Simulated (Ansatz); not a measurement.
Program: Ansatz. Geometries: PBE0-D4/def2-TZVP. ΔE: electronic, gas phase. CCSD(T)/CBS adds triple-zeta CCSD(T) − MP2 to the extrapolated MP2 energy (def2 sets, frozen cores). DFT in def2-TZVPP. B3LYP here is the variant with VWN-RPA as its local correlation; programs differ in this. Each species was taken in one conformer, which may not be the lowest.

`CO[SiH](S)Cl` + `CO[SiH](Cl)SC` → `CO[Si](S)(Cl)Cl` + `CO[SiH2]SC`  (redistribution)

**Question.** Is it downhill or uphill in electronic energy at CCSD(T)/CBS, and by how much? (Best estimate.)

**Answer.** Ansatz gave: Uphill: ΔE = +0.03 eV.

**Question.** What do these levels give: r2SCAN-D4, ωB97X-V, PBE, r2SCAN, PBE0, B3LYP, HF/def2-TZVPP, MP2/def2-TZVPP, SCS-MP2/def2-TZVPP, CCSD/def2-TZVPP, CCSD(T)/def2-TZVPP, HF/CBS(def2)? (Best estimate.)

**Answer.** The calculation gave: r2SCAN-D4 0.02, ωB97X-V 0.03, PBE 0.03, r2SCAN 0.03, PBE0 0.04, B3LYP 0.05, HF/def2-TZVPP 0.08, MP2/def2-TZVPP 0.02, SCS-MP2/def2-TZVPP 0.03, CCSD/def2-TZVPP 0.04, CCSD(T)/def2-TZVPP 0.03, HF/CBS(def2) 0.09 eV.

Largest T1 diagnostic among the species: 0.011.

In def2-TZVPP, CCSD(T) changes the Hartree–Fock value by −0.05 eV (the triples alone add −0.01 eV) and MP2 by −0.06 eV. The D4 term adds −0.04 eV with B3LYP and −0.02 eV with PBE0; it sums over pairs of atoms, weighted by their polarisabilities, and B3LYP, whose exchange is more repulsive, gets the larger term.
